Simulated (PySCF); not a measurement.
Job file and geometry (Å, from GFN2-xTB) of an NMR shielding run on SMILES [SiH3]N[Si@@H]([SiH3])O[SiH3], H₁₁NOSi₄, GIAO PBE0/pcSseg-1 NMR shielding, non-relativistic, gas phase (PySCF 2.14.0, density-fitted response routines); density fitting, a coarse starting grid and PySCF grid level 2 are the driver's defaults:

```
$ OMP_NUM_THREADS=1 python probes_run.py task.json out

{"job": {"kind": "nmr", "xc": "PBE0", "basis": "pcSseg-1"}, "charge": 0, "multiplicity": 1}
Si     2.478546    -0.249010    -0.186507
N      1.182241     0.883360     0.005836
Si    -0.278098     0.740143     0.932497
Si    -1.940790     1.989287    -0.038680
O     -0.726809    -0.820731     0.957277
Si    -0.844858    -2.357852     0.478603
H      3.516863     0.493839    -0.906260
H      2.963773    -0.694395     1.121528
H      2.025068    -1.401385    -0.970821
H      1.321285     1.777714    -0.432810
H      0.036448     0.972878     2.351092
H     -1.522601     2.684613    -1.266305
H     -3.146095     1.238243    -0.407962
H     -2.393507     3.054170     0.866155
H     -2.104634    -2.815568     1.062652
H     -0.884937    -2.400511    -0.983556
H      0.311108    -3.082765     1.005196
```

Problem. What does the program print?

Solution. 
```
coarse grid: 15464 points
cycle   1  E = -1293.7921185390  dE =  3.175e-01  |g| = 8.492e-01  |ddm| = 3.717e+00
cycle   2  E = -1293.5656482757  dE =  2.265e-01  |g| = 1.364e+00  |ddm| = 1.881e+00
cycle   3  E = -1293.9204273106  dE = -3.548e-01  |g| = 9.745e-02  |ddm| = 1.373e+00
cycle   4  E = -1293.9216443966  dE = -1.217e-03  |g| = 6.039e-02  |ddm| = 1.275e-01
cycle   5  E = -1293.9223428469  dE = -6.985e-04  |g| = 1.270e-02  |ddm| = 5.640e-02
cycle   6  E = -1293.9223793318  dE = -3.648e-05  |g| = 1.645e-03  |ddm| = 1.617e-02
cycle   7  E = -1293.9223799957  dE = -6.640e-07  |g| = 4.586e-04  |ddm| = 2.521e-03
final grid: 129000 points
cycle   8  E = -1293.9615594865  dE = -1.026e-05  |g| = 8.233e-03  |ddm| = 1.711e-02
cycle   9  E = -1293.9615393110  dE =  2.018e-05  |g| = 1.322e-02  |ddm| = 1.557e-02
cycle  10  E = -1293.9615714784  dE = -3.217e-05  |g| = 3.951e-04  |ddm| = 9.915e-03
cycle  11  E = -1293.9615715044  dE = -2.599e-08  |g| = 1.145e-04  |ddm| = 5.010e-04
cycle  12  E = -1293.9615715067  dE = -2.255e-09  |g| = 5.523e-05  |ddm| = 1.562e-04
cycle  13  E = -1293.9615715073  dE = -5.937e-10  |g| = 7.831e-06  |ddm| = 4.840e-05
converged SCF energy = -1293.9615715073

GIAO shielding tensors (ppm)
atom      isotropic    diamagn.    paramagn.     s11        s22        s33       span
  0 Si     408.147     880.457    -472.310    363.820    397.533    463.089     99.269
  1 N      245.583     327.239     -81.656    204.661    245.001    287.088     82.427
  2 Si     365.709     880.682    -514.973    338.908    374.200    384.019     45.111
  3 Si     468.907     881.300    -412.393    443.371    475.321    488.028     44.658
  4 O      304.802     400.800     -95.998    226.679    313.023    374.703    148.024
  5 Si     393.142     880.501    -487.359    355.444    364.657    459.324    103.879
  6 H       26.952      29.089      -2.137     23.549     25.113     32.195      8.646
  7 H       26.869      29.636      -2.767     23.739     24.861     32.008      8.269
  8 H       26.801      31.181      -4.380     23.080     25.890     31.434      8.355
  9 H       31.909      34.062      -2.153     23.089     29.534     43.103     20.014
 10 H       25.905      29.469      -3.564     22.911     23.828     30.975      8.064
 11 H       28.485      30.296      -1.811     25.004     27.045     33.406      8.402
 12 H       28.256      29.920      -1.663     24.720     26.748     33.301      8.580
 13 H       28.398      28.918      -0.520     25.432     25.720     34.042      8.610
 14 H       26.516      29.034      -2.518     22.819     24.788     31.939      9.120
 15 H       26.431      31.188      -4.757     23.331     24.965     30.998      7.668
 16 H       26.468      29.982      -3.514     23.003     25.232     31.169      8.165
```

Problem. Turn these shieldings into chemical shifts. Chemical shifts δ = σref − σ; TMS for 29Si (σref 349.16), 1H (σref 31.72); 15N (σref 267.73) against NH3; H2O for 17O (σref 336.08), all at this level.

Solution. Averaging equivalent atoms: Si 2: -16.6; Si 5: -44.0; Si 0: -59.0; Si 3: -119.7; N 1: 22.1; O 4: 31.3; H 10: 5.81; H 14/15/16: 5.25; H 6/7/8: 4.84; H 11/12/13: 3.34; H 9: -0.19 ppm. Experimental scales use liquid or dissolved standards, which lie at an offset from isolated NH3 (liquid NH3: subtract about 20 ppm) and H2O (liquid H2O: subtract about 36 ppm).

Size and cost of the density-fitted run: 185 basis functions, 33 s wall time on 1 thread of an Arm Neoverse V1, shared host; peak memory 0.84 GiB.
